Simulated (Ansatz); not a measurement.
A calculation with Ansatz (development build ahead of 0.2.0).

```yaml
crystal:
  periodic: [false, false, false]
  atoms:
    - { symbol: C, position_ang: [0.0, 0.0, 0.0] }
basis:
  gaussian: { orbitals: "6-31G" }
magnetization:
  spin_polarized: true
  initial_magnetization: 2
hamiltonian:
  xc: hf
correlation:
  method: ccsdt
  frozen_orbitals: { C: 1 }
```

The input is written out in the form of the current development build from the run's settings.

Results

| Property | Result |
| --- | --- |
| Converged | yes |
| Reference energy | -37.67784 hartree |
| Correlation energy | -0.03745 hartree |
| Total energy | -37.71529 hartree |
| Spin squared of the determinant | 2.002 |
